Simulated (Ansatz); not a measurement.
Ansatz (a quantum-chemistry and plane-wave program) input (B3LYP-D3(BJ)/def2-TZVP):

Ansatz 0.2 input:
```yaml
crystal:
  periodic: [false, false, false]
  atoms:
    - {symbol: C, position_ang: [-2.64283757, -0.60393076, -0.31630301]}
    - {symbol: C, position_ang: [-1.46917488, 0.10118402, 0.35169995]}
    - {symbol: C, position_ang: [-0.18128675, -0.10729020, -0.45056490]}
    - {symbol: C, position_ang: [1.02172628, 0.58321973, 0.15975950]}
    - {symbol: C, position_ang: [2.29301407, 0.45016428, -0.64415608]}
    - {symbol: O, position_ang: [1.23150143, -0.04581283, 1.52196971]}
    - {symbol: H, position_ang: [-2.46564426, -1.67446681, -0.38409702]}
    - {symbol: H, position_ang: [-3.55069685, -0.44558142, 0.25736153]}
    - {symbol: H, position_ang: [-2.80233925, -0.21761051, -1.31914130]}
    - {symbol: H, position_ang: [-1.35392959, -0.28029519, 1.36844950]}
    - {symbol: H, position_ang: [-1.68161039, 1.16878905, 0.41951532]}
    - {symbol: H, position_ang: [-0.32489127, 0.29555331, -1.45365622]}
    - {symbol: H, position_ang: [0.02245772, -1.17617160, -0.56357353]}
    - {symbol: H, position_ang: [0.79778183, 1.62674345, 0.39528996]}
    - {symbol: H, position_ang: [3.14218042, 0.90126911, -0.13391849]}
    - {symbol: H, position_ang: [2.17456328, 0.97262053, -1.58937747]}
    - {symbol: H, position_ang: [2.51618909, -0.59061281, -0.87066931]}
    - {symbol: H, position_ang: [2.11736004, 0.19372566, 1.86708597]}
    - {symbol: H, position_ang: [1.14941061, -1.02014221, 1.42564118]}
basis:
  gaussian:
    orbitals: def2-TZVP
hamiltonian:
  xc: b3lyp
  dispersion: d3bj
total_charge: 1
relax: {f_tol: 0.002, max_steps: 150}
```

End of the output:

```
Atom 5 at     1.258059    -0.040340     1.560727 Å, force     0.000737    -0.001806    -0.000320 eV/Å
Atom 6 at    -2.520326    -1.662225    -0.449290 Å, force     0.000352    -0.000017    -0.000009 eV/Å
Atom 7 at    -3.579134    -0.443688     0.255633 Å, force    -0.000083     0.000079    -0.000358 eV/Å
Atom 8 at    -2.844023    -0.161321    -1.320570 Å, force    -0.000106     0.000039     0.000402 eV/Å
Atom 9 at    -1.361031    -0.340995     1.359571 Å, force    -0.000275    -0.000156     0.000337 eV/Å
Atom 10 at    -1.665164     1.140903     0.479570 Å, force     0.000307    -0.000382    -0.000312 eV/Å
Atom 11 at    -0.323115     0.285931    -1.457495 Å, force    -0.000210    -0.000180     0.000204 eV/Å
Atom 12 at     0.041616    -1.180047    -0.595299 Å, force    -0.000044    -0.000139     0.000561 eV/Å
Atom 13 at     0.808808     1.615861     0.387420 Å, force    -0.000681    -0.000007     0.000009 eV/Å
Atom 14 at     3.148217     0.914448    -0.166359 Å, force    -0.000359    -0.000290     0.000398 eV/Å
Atom 15 at     2.182883     0.960853    -1.629179 Å, force    -0.000271    -0.000492    -0.000051 eV/Å
Atom 16 at     2.535029    -0.600205    -0.890238 Å, force     0.000184     0.000014    -0.000361 eV/Å
Atom 17 at     2.089249     0.255071     1.974296 Å, force    -0.000488     0.000306    -0.000346 eV/Å
Atom 18 at     1.235616    -1.014691     1.546737 Å, force    -0.000216     0.001305     0.000311 eV/Å
Dipole moment:     1.108242    -0.032874     0.494575 e Å
```

It need not be the lowest isomer of its formula.
